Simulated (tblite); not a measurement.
Species: C2H9ClGe2S.
Atom-mapped SMILES: `[CH3:1][S:2][Ge@:3]([CH3:4])([Cl:5])[GeH3:6]` (hydrogens: H7, H8, H9 on C1; H10, H11, H12 on C4; H13, H14, H15 on Ge6)

Computed with GFN2-xTB (tblite), gas phase: L-BFGS steps from a force-field or distance-geometry start until the largest atomic force falls under 0.01 eV/Å.

Step 30: E = -560.5500 eV
```
atom  x, y, z in Å  |  force x, y, z in eV/Å
C1      2.5139   -0.6789   -0.4849    0.021  -0.024  -0.006
S2      1.7275    0.9642   -0.5586   -0.045   0.030   0.011
Ge3    -0.2004    0.4585    0.4853   -0.035  -0.027  -0.007
C4     -1.3388    2.0916    0.6278   -0.031   0.061   0.019
Cl5     0.3079   -0.0893    2.4949   -0.008  -0.032   0.006
Ge6    -1.3706   -1.4179   -0.5835    0.019  -0.003   0.011
H7      1.8864   -1.4173   -0.9811    0.010   0.016  -0.013
H8      2.6895   -0.9619    0.5499    0.000   0.024  -0.011
H9      3.4578   -0.5813   -1.0106    0.008  -0.028   0.006
H10    -1.6424    2.4419   -0.3541    0.032  -0.012  -0.018
H11    -0.7895    2.8831    1.1288    0.009   0.019  -0.004
H12    -2.2303    1.8654    1.2079    0.023  -0.019   0.003
H13    -0.6436   -2.7351   -0.5905   -0.011   0.010   0.008
H14    -2.6922   -1.6972    0.0689    0.008  -0.001   0.005
H15    -1.6796   -1.1179   -2.0220    0.001  -0.015  -0.012
```

Step 31: E = -560.5505 eV
```
atom  x, y, z in Å  |  force x, y, z in eV/Å
C1      2.5155   -0.6773   -0.4865    0.019  -0.027  -0.003
S2      1.7257    0.9647   -0.5585   -0.051   0.017   0.024
Ge3    -0.2032    0.4573    0.4871   -0.020  -0.023  -0.050
C4     -1.3361    2.0937    0.6281   -0.038   0.062   0.023
Cl5     0.2970   -0.0924    2.4958    0.003  -0.037   0.025
Ge6    -1.3724   -1.4196   -0.5844    0.036  -0.010   0.027
H7      1.8885   -1.4161   -0.9834    0.020   0.023  -0.009
H8      2.6907   -0.9609    0.5485    0.000   0.026  -0.022
H9      3.4600   -0.5781   -1.0117   -0.008  -0.028   0.012
H10    -1.6397    2.4450   -0.3536    0.031  -0.016  -0.012
H11    -0.7855    2.8845    1.1292    0.006   0.011  -0.006
H12    -2.2270    1.8672    1.2092    0.019  -0.007  -0.001
H13    -0.6427   -2.7364   -0.5870   -0.019   0.022   0.007
H14    -2.6935   -1.6987    0.0680    0.001  -0.005   0.009
H15    -1.6818   -1.1247   -2.0227    0.001  -0.010  -0.026
```

Step 32: E = -560.5511 eV
```
atom  x, y, z in Å  |  force x, y, z in eV/Å
C1      2.5177   -0.6756   -0.4886    0.005  -0.012   0.000
S2      1.7226    0.9655   -0.5579   -0.043  -0.008   0.032
Ge3    -0.2070    0.4556    0.4886   -0.004  -0.006  -0.077
C4     -1.3332    2.0972    0.6288   -0.028   0.040   0.018
Cl5     0.2835   -0.0971    2.4973    0.013  -0.039   0.035
Ge6    -1.3740   -1.4219   -0.5849    0.037  -0.014   0.031
H7      1.8915   -1.4145   -0.9865    0.025   0.024  -0.007
H8      2.6922   -0.9591    0.5466    0.001   0.023  -0.026
H9      3.4628   -0.5747   -1.0130   -0.021  -0.022   0.015
H10    -1.6358    2.4484   -0.3533    0.024  -0.016  -0.005
H11    -0.7805    2.8869    1.1297    0.004   0.005  -0.006
H12    -2.2228    1.8692    1.2108    0.005   0.010  -0.001
H13    -0.6420   -2.7379   -0.5825   -0.022   0.026   0.008
H14    -2.6951   -1.7006    0.0671   -0.002  -0.007   0.013
H15    -1.6844   -1.1335   -2.0240    0.005  -0.005  -0.031
```

Step 33: E = -560.5517 eV
```
atom  x, y, z in Å  |  force x, y, z in eV/Å
C1      2.5198   -0.6740   -0.4906   -0.012   0.010   0.003
S2      1.7191    0.9661   -0.5567   -0.021  -0.027   0.031
Ge3    -0.2106    0.4540    0.4885    0.004   0.012  -0.068
C4     -1.3308    2.1011    0.6297   -0.007   0.007   0.006
Cl5     0.2712   -0.1021    2.4993    0.018  -0.038   0.026
Ge6    -1.3748   -1.4242   -0.5849    0.018  -0.011   0.017
H7      1.8947   -1.4126   -0.9896    0.021   0.016  -0.008
H8      2.6937   -0.9572    0.5444    0.003   0.015  -0.017
H9      3.4651   -0.5718   -1.0140   -0.022  -0.011   0.012
H10    -1.6318    2.4514   -0.3530    0.014  -0.010   0.000
H11    -0.7757    2.8893    1.1301    0.002   0.001  -0.004
H12    -2.2189    1.8714    1.2125   -0.013   0.026   0.000
H13    -0.6419   -2.7389   -0.5783   -0.016   0.020   0.009
H14    -2.6966   -1.7026    0.0663    0.001  -0.007   0.016
H15    -1.6868   -1.1419   -2.0256    0.011  -0.003  -0.022
```

**Question.** Estimate the geometry and energy of step 34. (The exact step hangs on the optimiser's Hessian estimate; all steps are aligned on step 33, rigid shifts and turns removed.)

**Answer.** E = -560.5520 eV, largest force 0.041 eV/Å
```
atom  x, y, z in Å  |  force x, y, z in eV/Å
C1      2.5208   -0.6729   -0.4917   -0.021   0.021   0.004
S2      1.7166    0.9660   -0.5552   -0.001  -0.025   0.021
Ge3    -0.2128    0.4533    0.4872    0.003   0.018  -0.034
C4     -1.3296    2.1035    0.6304    0.009  -0.016  -0.003
Cl5     0.2644   -0.1056    2.5008    0.017  -0.033   0.004
Ge6    -1.3751   -1.4258   -0.5846   -0.006  -0.003  -0.001
H7      1.8969   -1.4112   -0.9916    0.012   0.004  -0.011
H8      2.6948   -0.9558    0.5429    0.004   0.006  -0.003
H9      3.4661   -0.5704   -1.0144   -0.016   0.000   0.006
H10    -1.6293    2.4531   -0.3529    0.005  -0.005   0.000
H11    -0.7728    2.8907    1.1303    0.002   0.000  -0.002
H12    -2.2170    1.8733    1.2135   -0.022   0.034   0.001
H13    -0.6421   -2.7392   -0.5757   -0.007   0.007   0.010
H14    -2.6975   -1.7040    0.0662    0.005  -0.006   0.015
H15    -1.6879   -1.1470   -2.0270    0.016  -0.003  -0.008
```

The energy changes by -0.0003 eV. The first-order estimate −F·Δx gives -0.0005 eV and the mean of the old and new forces, exact on a quadratic surface, -0.0003 eV. The step makes an angle of 74° with the force vector and moves no atom by more than 0.008 Å.

The cost below is that of the whole relaxation. On one thread of an Intel Xeon at 2.50 GHz, no GPU, shared host, this took 1.8 s wall.
